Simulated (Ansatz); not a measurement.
Basis-set extrapolation for CH$_{4}$AlClFN, SMILES `C[NH][Al]([F])[Cl]` (PBE0-D4/def2-TZVP geometry, frozen core, Ansatz 0.2.0). Multiplicity 1, RHF reference.

|  | def2-TZVPP | def2-QZVPP |
| --- | --- | --- |
| HF | -895.800325 | -895.830133 |
| MP2 correlation | -0.896387 | -0.973219 |
| CCSD(T) correlation | -0.965847 | not run |

Energies in hartree. Use E(X) = E(∞) + A·exp(−7.88·√X) for Hartree–Fock and E(X) = E(∞) + B·X^(−2.97) for correlation, with X = 3 and 4, and add CCSD(T) minus MP2 of the smaller set to the MP2 limit.

Question: What is the CCSD(T) energy at the basis-set limit?

Answer: HF limit: -895.830133 + (-0.029808) × 0.13774 = -895.83424. MP2 limit: -0.973219 + (-0.076832) × 0.74074 = -1.03013. Higher-order term: -0.965847 − (-0.896387) = -0.06946. Total: -896.93383 hartree, 440.2 kJ/mol below CCSD(T)/def2-TZVPP.
